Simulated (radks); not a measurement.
Q: Coherent X-ray form factor from a spherical all-electron density. Calculated with a radial shooting solver on a logarithmic mesh with Libxc functionals: Dirac Kohn-Sham, PBE, spin-unpolarised, spherical densities, point nucleus.

sin(theta)/lambda (1/angstrom)  f0 (electrons)
0.05                                    41.911
0.1                                     41.645
0.15                                    41.208
0.2                                     40.609
0.25                                    39.863
0.3                                     38.982
0.4                                     36.895
0.5                                     34.503
0.6                                     31.967
0.8                                     27.015
1                                       22.822
1.25                                    18.977
1.5                                     16.352
2                                       12.681

The species is in the configuration that NIST lists as its ground one. Which atom or ion scatters so?

A: The erbium ion Er26+, [Kr] 4d6. Extrapolating in s^2 from the first two rows gives f0(0) = 42.0, near the electron count 42; among species with that count, the fall with angle is slower the higher Z, and the table is that of Z = 68; from so few rows the species is fixed only to a neighbour or two.
